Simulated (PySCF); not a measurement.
# Field gradients at the hydrogen positions

Species: C5H9PSi.
Z-matrix (Å and degrees, PBE0-D3(BJ)/def2-SVP geometry), rows numbered from 1:
```
Si
C   1  1.9136
C   2  1.5010  1  108.47
C   3  1.3399  2  124.51  1   -92.30
P   4  1.8218  3  122.84  2     2.68
C   5  1.8219  4   97.44  3   -27.85
C   6  1.3398  5  122.87  4    27.87
H   1  1.4919  2  108.41  3    62.60
H   1  1.4958  2  110.07  3  -177.37
H   1  1.4958  2  109.97  3   -57.35
H   2  1.1033  1  105.69  3   117.72
H   3  1.0956  2  116.32  1    86.68
H   4  1.0946  3  119.81  2   179.01
H   5  1.4330  4   98.49  3  -127.63
H   6  1.0946  5  117.26  4  -155.51
H   7  1.0957  2  116.34  1   -86.98
```

Level: PBE0/pcSseg-1 (PySCF, non-relativistic); Q(2H) = 0.00286 b; rigid geometry, the same for H and D, with no vibrational averaging.

Problem. Rank these positions by the coupling χzz of a deuteron there, largest first.
A. H13 (vinylic hydrogen)
B. H11 (methine hydrogen)
C. H8 (Si–H hydrogen)
D. H14 (P–H hydrogen)

Solution. A (205 kHz), B (192 kHz), D (111 kHz), C (95 kHz).

Problem. Tabulate Vzz, the asymmetry η and χzz = 234.96 MHz × Q × Vzz for every hydrogen position.

Solution. 
| atom | bonded to | bond length (Å) | Vzz (au) | η | χzz (kHz) |
| --- | --- | --- | --- | --- | --- |
| H8 | Si1 | 1.492 | 0.1409 | 0.03 | 95 |
| H9 | Si1 | 1.496 | 0.1393 | 0.02 | 94 |
| H10 | Si1 | 1.496 | 0.1393 | 0.02 | 94 |
| H11 | C2 | 1.103 | 0.2862 | 0.06 | 192 |
| H12 | C3 | 1.096 | 0.3002 | 0.07 | 202 |
| H13 | C4 | 1.095 | 0.3053 | 0.07 | 205 |
| H14 | P5 | 1.433 | 0.1648 | 0.13 | 111 |
| H15 | C6 | 1.095 | 0.3052 | 0.07 | 205 |
| H16 | C7 | 1.096 | 0.3001 | 0.07 | 202 |

Problem. Average by the element that carries the hydrogen.

Solution. on Si: 94 kHz over 3 positions, mean bond length 1.494 Å; on C: 201 kHz over 5 positions, mean bond length 1.097 Å; on P: 111 kHz over 1 position, mean bond length 1.433 Å.

Geometry: PBE0-D3(BJ)/def2-SVP, one conformer, isolated molecule. A larger basis could move these couplings by a tenth or more.
